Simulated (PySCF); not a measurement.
PySCF 2.14 output of an unrestricted PBE0 calculation on a single atom or ion in aug-cc-pVDZ-PP with ECP28MDF, with scalar relativity through the core potential:

```
SCF conv_tol = 1e-09
number electrons alpha = 11  beta = 10
    C. Adamo and V. Barone.,  J. Chem. Phys. 110, 6158 (1999)
    M. Ernzerhof and G. E. Scuseria.,  J. Chem. Phys. 110, 5029 (1999)
cycle= 1 E= -190.006101124669  delta_E= -0.00464  |g|= 0.0132  |ddm|= 0.545
cycle= 2 E= -190.00617454796  delta_E= -7.34e-05  |g|= 0.00547  |ddm|= 0.0919
cycle= 3 E= -190.006189609722  delta_E= -1.51e-05  |g|= 0.000281  |ddm|= 0.0147
cycle= 4 E= -190.006189652052  delta_E= -4.23e-08  |g|= 2.9e-06  |ddm|= 0.00212
cycle= 5 E= -190.006189652085  delta_E= -3.36e-11  |g|= 1.59e-07  |ddm|= 0.000138
converged SCF energy = -190.006189652085  <S^2> = 0.75003365  2S+1 = 2.0000336
```

The run itself started from symmetry-adapted Hartree-Fock orbitals and held the occupation by maximum overlap, on a logarithmic radial grid, so the iterations belong to that start.

Problem. Which element, charge and spin multiplicity is this?

Solution. In (indium, neutral), multiplicity 2; the state was [Kr] 4d10 5s2 6s1, 2S determinant (an excited configuration).

Energies and moments cover only the electrons outside the core potential. The outer electron is Rydberg-like, and this basis confines it to a smaller radius and binds it less than a complete one would.
